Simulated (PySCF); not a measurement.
Correlation energy of Ni⁺ (nickel, charge +1)

[Ar] 3d8 4p1, one real determinant (an excited configuration). Calculation: PySCF 2.14, in aug-cc-pVTZ-DK; scalar relativity by spin-free X2C-1e. Frozen: [Ar]; 9 electrons correlated.

| level | correlation energy (mhartree) |
| --- | --- |
| CCSD | -269.45 |
| (T) | -8.00 |
| CCSD(T) | -277.45 |

Diagnostics: T1 = 0.014, D1 = 0.0447, largest double amplitude 0.027.

Q: Is a single reference adequate?

A: Yes: T1 lies below 0.03 and no double amplitude reaches 0.07.

The reference is one real determinant that mixes LS terms of this configuration.
